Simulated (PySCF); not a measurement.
[EuI3(H2O)]− at several levels of theory

Computed with PySCF 2.14.0 (density fitting, no spin-orbit coupling) at the geometry relaxed with PBE0:

```xyz
7
[EuI3(H2O)]− (singlet in the valence; each metal's 4f electrons, 7 of them, lie in its core potential, out of spins and levels)
Eu   -0.7276    0.0655   -0.0655
I     0.4795    2.8697    0.8381
I    -2.3548   -1.8274    1.8274
I     0.4795   -0.8381   -2.8697
O    -1.6296    1.7660   -1.7660
H    -1.1272    2.5346   -1.4373
H    -1.1272    1.4373   -2.5346
```

```csv
level,basis,state,HOMO (eV),gap (eV),charge on Eu1 (e),population of f-type functions on Eu1 (polarisation alone where 4f lies in the core),dipole about the centre of mass (D),largest force component (eV/Å)
PBE0,"Eu lcecp-0-SVP with ECP53, I def2-SVP with ECP28, O def2-SVP, H def2-SVP",singlet,–,–,0.59,0.02,1.75,0.02
revPBE,the same,singlet,–,–,0.46,0.02,1.74,0.76
PBE0,"Eu lcecp-0-TZVP with ECP53, I def2-TZVP with ECP28, O def2-TZVP, H def2-TZVP",singlet,–,–,1.10,0.02,1.43,0.19
```

In the lcecp rows the 4f levels are missing from HOMO and gap, and the state counts the valence alone.

Charges are Mulliken's, which hang on the basis. The relaxation used the grid (50, 194), these runs (75, 302) or, all-electron (x2c bases, spin-free X2C Hamiltonian), (99, 590).

Q: What does wB97X with Eu lcecp-0-SVP with ECP53, I def2-SVP with ECP28, O def2-SVP, H def2-SVP give here?

A: state singlet, charge on Eu1 (e) 0.55, population of f-type functions on Eu1 (polarisation alone where 4f lies in the core) 0.02, dipole about the centre of mass (D) 1.81, largest force component (eV/Å) 0.07. Time: 22 s on 4 threads of AMD EPYC (Zen 3), on a shared host, from an already converged density.

An lcecp potential fixes the number of 4f electrons, so in runs with it no electron can move into or out of that shell.
